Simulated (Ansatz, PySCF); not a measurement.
C2H8AlNO, SMILES C[CH2][Al]([NH2])[OH]. Atoms are numbered in the order given.

```xyz
13

Al    -0.1321     0.0390     0.4772
C      0.1393    -0.9654    -1.1763
C      0.3245    -0.1109    -2.4320
H     -0.7402    -1.6255    -1.3000
H      0.9923    -1.6553    -1.0454
H      1.2309     0.5132    -2.3711
H     -0.5215     0.5779    -2.5817
H      0.4160    -0.7227    -3.3453
O     -0.9975     1.5086     0.3666
H     -1.2157     2.1131     1.0756
N      0.4734    -0.5377     2.0441
H      0.3479    -0.0881     2.9436
H      1.0061    -1.3919     2.1649
```

Geometry optimised at PBE0-D3(BJ)/def2-SVP. The structure was generated by enumeration; whether it is a known compound was not checked. The values are those of a single conformer.

Two levels are set side by side: PBE-D3(BJ)/def2-SVP (Ansatz, a quantum-chemistry and plane-wave program) and PBE0-D3(BJ)/def2-SVP (Ansatz). Each level has its own optimised geometry; the coordinates shown are those of the second. Frequencies come from the Hessian of PySCF at each geometry. Differences are taken from unrounded values.

| quantity | PBE0-D3(BJ) | PBE-D3(BJ) | PBE-D3(BJ) minus PBE0-D3(BJ) |
|---|---|---|---|
| mean bond length (Å) | 1.289 | 1.299 | 0.010 |
| bond Al1–C2 (Å) | 1.954 | 1.965 | 0.011 |
| bond Al1–O9 (Å) | 1.709 | 1.726 | 0.017 |
| bond Al1–N11 (Å) | 1.776 | 1.789 | 0.013 |
| bond C2–C3 (Å) | 1.530 | 1.539 | 0.009 |
| bond C2–H4 (Å) | 1.107 | 1.114 | 0.008 |
| bond C2–H5 (Å) | 1.105 | 1.113 | 0.008 |
| bond C3–H6 (Å) | 1.102 | 1.110 | 0.008 |
| bond C3–H7 (Å) | 1.101 | 1.109 | 0.008 |
| bond C3–H8 (Å) | 1.103 | 1.112 | 0.008 |
| bond O9–H10 (Å) | 0.957 | 0.968 | 0.012 |
| bond N11–H12 (Å) | 1.013 | 1.022 | 0.009 |
| bond N11–H13 (Å) | 1.014 | 1.023 | 0.009 |
| highest harmonic wavenumber (cm⁻¹) | 4001 | 3827 | -175 |
| mean harmonic wavenumber (cm⁻¹) | 1383 | 1338 | -45 |
| zero-point energy (kcal/mol) | 65.25 | 63.14 | -2.11 |

GGA bonds tend to be longer and softer than those of functionals with exact exchange. Differences between two approximate levels are no errors against the true value.
